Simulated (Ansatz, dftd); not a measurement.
System: SnIF, charge 0, singlet. SnIF (SMILES [F][Sn][I]).
B3LYP-D3(BJ)/def2-TZVP minimum from Ansatz (a first-principles code):
```xyz
3

Sn     0.6771    -0.5555     0.9479
F      1.7357    -1.5691    -0.3454
I     -0.9336     0.7905    -0.8355
```
Charge 0, spin multiplicity 1.

Wanted: atomisation energy (electronic, to ground-state atoms), in kcal/mol. Open shells are spin-unrestricted; no spin-orbit coupling. Cores are frozen in correlated methods (noble-gas shells, and filled d and f shells in the p block). Past Kr the def2 sets carry scalar-relativistic core potentials. CBS(X,Y): correlation extrapolated as X^-3, Hartree-Fock from the larger set. A bracket is a step between two methods taken in the basis named. Spin-orbit terms, left out, reach several kcal/mol for Br and I, and more for heavier atoms.

```
level                                                                        program  atomisation energy (kcal/mol)  difference against the last row
--------------------------------------------------------------------  --------------  -----------------------------  -------------------------------
PBE-D4/def2-TZVPD                                                     Ansatz + dftd4                          201.0                              8.5
B3LYP/def2-TZVPD                                                              Ansatz                          187.4                             -5.1
CAM-B3LYP-D3(BJ)/def2-TZVPD                                           Ansatz + dftd3                          189.0                             -3.5
CAM-B3LYP-D4/def2-TZVPD                                               Ansatz + dftd4                          189.0                             -3.5
wB97X-V/def2-TZVPD                                                            Ansatz                          191.4                             -1.1
B2GP-PLYP-D4/def2-TZVPD                                               Ansatz + dftd4                          187.7                             -4.8
CCSD(T)/def2-SVP                                                              Ansatz                          164.5                            -28.0
CCSDT(Q)/def2-TZVPP                                                           Ansatz                          180.2                            -12.3
CCSD(T)/CBS(def2-TZVPP,def2-QZVPP) + [CCSDT(Q) - CCSD(T)]/def2-TZVPP          Ansatz                          192.5                              0.0
```
